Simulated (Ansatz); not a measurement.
Relaxation of CH₁₀O₂Si₃ (16 atoms, charge 0, multiplicity 1), to a largest force component of 0.015 eV/Å in at most 40 steps.

These are results of RKS B3LYP-D4/STO-3G (Ansatz 0.2.0), not measurements.

```xyz
16
Properties=species:S:1:pos:R:3:forces:R:3
C 0.703 -1.468 -2.650 -3.16 4.20 -0.38
Si 0.993 -0.540 -1.080 1.10 0.40 2.20
O -0.356 0.287 -0.511 0.04 -0.72 -1.18
Si -0.629 1.328 0.740 -1.50 -0.75 0.23
O -2.292 1.750 0.539 1.35 2.02 2.34
Si -0.334 0.344 2.828 -0.02 0.01 0.10
H 0.381 -0.723 -3.445 0.56 -1.03 0.81
H -0.112 -2.138 -2.547 -1.02 -1.31 0.12
H 1.545 -1.943 -2.971 3.09 -1.90 -1.16
H 1.421 -1.508 -0.019 -0.23 0.60 -0.74
H 2.098 0.425 -1.248 -0.35 -0.43 -0.07
H 0.145 2.547 0.635 0.13 0.25 -0.02
H -2.825 1.286 -0.138 -0.07 -1.61 -1.61
H 1.073 -0.045 2.984 -0.52 0.11 0.03
H -0.680 1.246 3.941 0.20 -0.38 -0.55
H -1.153 -0.870 2.987 0.40 0.54 -0.11
```

Q: Where does it end, and by what steps?

A: The forces met the threshold. The force dipped under the threshold on the way, but the program's further checks kept it going. Limits of this set-up: minimal basis. After 12 steps the energy has fallen by 0.719 eV; H13 moved furthest, 0.61 Å.

```csv
step,energy less start (eV),largest force component (eV/Å),accepted
0,0.0000,4.204,yes
1,-0.5526,0.685,yes
2,-0.6146,0.747,yes
3,-0.6864,0.403,yes
4,-0.7078,0.072,yes
5,-0.7054,0.710,no
6,-0.7130,0.053,yes
7,-0.7161,0.213,yes
8,-0.7158,0.119,no
9,-0.7178,0.061,yes
10,-0.7160,0.105,no
11,-0.7183,0.009,yes
12,-0.7185,0.008,yes
```

```xyz
16
Properties=species:S:1:pos:R:3
C 0.734 -1.456 -2.586
Si 0.950 -0.461 -1.014
O -0.546 0.248 -0.658
Si -0.659 1.316 0.657
O -2.195 2.058 0.489
Si -0.348 0.269 2.665
H 0.430 -0.817 -3.425
H -0.029 -2.234 -2.465
H 1.674 -1.949 -2.866
H 1.381 -1.334 0.064
H 1.986 0.541 -1.197
H 0.279 2.420 0.529
H -2.855 1.276 0.467
H 1.029 -0.135 2.837
H -0.684 1.150 3.760
H -1.168 -0.915 2.789
```

Whether the end is a true minimum wasn't checked by a vibrational analysis.

Time of the run: 100 s on 1 thread of Intel(R) Xeon(R) Platinum 8259CL CPU @ 2.50GHz (Skylake/Cascade Lake) (shared host), peak memory 0.17 GiB.
